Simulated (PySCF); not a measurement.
BH, SMILES [BH] (connectivity only; charge and spin as stated), neutral, multiplicity 1. Coordinates come from a PBE0-D3(BJ)/def2-TZVPD optimisation.

Computed with PySCF with PBE0-D3(BJ)/def2-TZVPD.

Harmonic wavenumbers (cm⁻¹): 2328. Rotational constants (GHz): 355.8 (linear); symmetry number 1.

**Question.** Work out the zero-point energy and the ideal-gas rigid-rotor harmonic-oscillator thermochemistry at 298.15 K and 1 atm.

**Answer.** ZPE = ½ Σ hcν = ½ × 2328 cm⁻¹ = 3.33 kcal/mol. H − E(el) = 5.40 kcal/mol. Entropy in cal/(mol K): translation 33.35, rotation 7.67, vibration 0.00, total 41.02. G − E(el) = -6.83 kcal/mol. Cp = 6.96 cal/(mol K).
